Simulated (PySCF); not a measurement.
# How the method moves the HOMO and LUMO of `CC(C)(C)C1CC1`

Species: C7H14.
Cartesian coordinates in Å at the PBE0-D3(BJ)/def2-SVP level; atoms count from 1:
```
atom  x, y, z in Å
C1    -0.981    0.790    1.389
C2    -0.738    0.223   -0.012
C3    -1.725    0.850   -1.001
C4    -0.955   -1.290    0.017
C5     0.674    0.613   -0.442
C6     1.905   -0.150   -0.056
C7     1.458   -0.115   -1.491
H8    -0.274    0.359    2.115
H9    -2.004    0.569    1.736
H10   -0.850    1.884    1.402
H11   -1.609    1.945   -1.035
H12   -2.767    0.632   -0.716
H13   -1.561    0.463   -2.018
H14   -0.279   -1.789    0.729
H15   -0.810   -1.747   -0.974
H16   -1.985   -1.516    0.333
H17    0.802    1.703   -0.455
H18    1.785   -1.092    0.486
H19    2.796    0.414    0.230
H20    1.040   -1.034   -1.911
H21    2.038    0.473   -2.207
```

Basis pcSseg-1 throughout (PySCF), one geometry. Geometry: PBE0-D3(BJ)/def2-SVP; no solvent, vibrations or thermal averaging.

**Question.** How do the orbital energies, the gap and the dipole change with the method?

**Answer.** 
```
 method                    kind  HOMO (eV)  LUMO (eV)  gap (eV)  μ (D)  SCF cycles
   BLYP                     GGA      -6.48       0.61      7.10   0.09          14
    PBE                     GGA      -6.62       0.59      7.21   0.10          14
    KT3                     GGA      -6.68       0.49      7.18   0.09          12
    LDA                     LDA      -6.76       0.37      7.13   0.10          13
  B97-2           global hybrid      -7.63       1.46      9.09   0.10          11
  B3LYP           global hybrid      -7.68       1.11      8.79   0.09          12
   PBE0           global hybrid      -7.90       1.43      9.33   0.10          12
LC-wPBE  range-separated hybrid     -10.66       3.62     14.28   0.11          11
     HF            Hartree–Fock     -10.90       4.31     15.21   0.09           9
```

The HOMO spans 4.41 eV, from BLYP down to HF, and the gap runs from 7.10 eV (BLYP) to 15.21 eV (HF). Over the methods BLYP (0 %), PBE (0 %), KT3 (0 %), LDA (0 %), B97-2 (21 %), B3LYP (20 %), PBE0 (25 %), HF (100 %), a straight line through the gap against the share of exact exchange rises by 0.81 eV for each 10 % (correlation coefficient 0.999). The dipole ranges from 0.09 D (HF) to 0.11 D (LC-wPBE). This basis has no diffuse functions.

The vertical ΔSCF ionisation energy at CAM-B3LYP/def2-SVPD is 9.99 eV; −ε(HOMO) comes closest to it with LC-wPBE (10.66 eV).
